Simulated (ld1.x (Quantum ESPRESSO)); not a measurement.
**Reading a pseudo-wave (tellurium (Te))**

Columns: radius, all-electron u(r) and pseudo u(r) of the 5s shell (level -19.41 eV) of tellurium in the configuration [Kr] 4d10 5s2 5p3.5; LDA (PZ), scalar-relativistic, TM scheme, ld1.x (Quantum ESPRESSO) 7.5.

```
r (bohr)  all-electron  pseudo
   0.115       -0.0982  0.0250
   0.230        0.2675  0.0514
   0.345        0.0710  0.0803
   0.460       -0.2526  0.1134
   0.575       -0.4043  0.1522
   0.690       -0.3625  0.1988
   0.805       -0.1994  0.2552
   0.920        0.0121  0.3232
   1.035        0.2235  0.4032
   1.150        0.4089  0.4933
   1.265        0.5577  0.5871
   1.380        0.6681  0.6743
   1.495        0.7429  0.7434
   1.610        0.7873  0.7873
   1.725        0.8065  0.8065
   1.840        0.8059  0.8059
   1.955        0.7900  0.7900
   2.070        0.7630  0.7630
   2.185        0.7281  0.7281
   2.300        0.6880  0.6880
   2.415        0.6448  0.6448
   2.530        0.6002  0.6002
   2.645        0.5554  0.5554
   2.760        0.5115  0.5115
   2.875        0.4689  0.4689
   2.990        0.4283  0.4283
```

Problem. How many radial nodes do the two functions have?

Solution. The all-electron 5s function has n − l − 1 = 4 (the table is too coarse to show those close to the nucleus); the pseudo-wave has 0, since the states of the same l below it are removed with the core.

Problem. At about which radius was the pseudo-wave matched?

Solution. 1.65 bohr. The columns agree to 0.0005 from 1.50 bohr on; several derivatives are matched, so the curves merge somewhat inside the radius.

Problem. Is the pseudo-wave norm-conserving?

Solution. Yes: the TM scheme keeps the norm inside the radius equal to the all-electron one, which fixes the energy derivative of the logarithmic derivative at the level.
